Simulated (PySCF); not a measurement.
Isomers of C7H15NOSi, one conformer each; single-point electronic energies without zero-point terms and without any empirical dispersion term.

Computed with PySCF at PBE0/pcSseg-1, non-relativistic, each on one gas-phase PBE0-D3(BJ)/def2-SVP geometry that isn't relaxed in the solvent. The solvent is an IEF-PCM continuum (Bondi radii, 1.10 Å for H, scaled by 1.2). Specific hydrogen bonds and non-electrostatic terms are outside this model.

```csv
isomer,"relative energy, gas (kcal/mol)",dipole (D)
`C1CCN([Si@@H]2CCCO2)C1`,0.0,1.78
`CN[Si@@H]1C[C@H](CC=C)CO1`,12.2,1.48
```

Q: How do the relative energies look in tetrahydrofuran (ε = 7.426)?

A: 
```tsv
isomer	relative energy, solvent (kcal/mol)	E(solvent) − E(gas) (kcal/mol)	dipole in solvent (D)
`C1CCN([Si@@H]2CCCO2)C1`	0.0	-2.7	2.27
`CN[Si@@H]1C[C@H](CC=C)CO1`	10.3	-4.7	1.82
```

The order is unchanged. Conformers: `[CH2:1]1[CH2:2][CH2:3][N:4]([Si@@H:5]2[CH2:6][CH2:7][CH2:8][O:9]2)[CH2:10]1` with C3–N4–Si5–C6 -58°, C10–C1–C2–C3 1°, C1–C2–C3–N4 22°, C2–C3–N4–Si5 155°, N4–Si5–C6–C7 -87°; `[CH2:1]=[CH:2][CH2:3][C@@H:4]1[CH2:5][O:6][Si@H:7]([NH:8][CH3:9])[CH2:10]1` with C1–C2–C3–C4 -119°, C2–C3–C4–C5 -174°, O6–Si7–N8–C9 88°, C3–C4–C5–O6 -167°, C4–C5–O6–Si7 28°, C5–O6–Si7–N8 113°, O6–Si7–C10–C4 -17°. `CN[Si@@H]1C[C@H](CC=C)CO1` gains most from the continuum, while `C1CCN([Si@@H]2CCCO2)C1` has the largest gas-phase dipole. The gains span 2.0 kcal/mol, the gas-phase energies 12.2 kcal/mol.
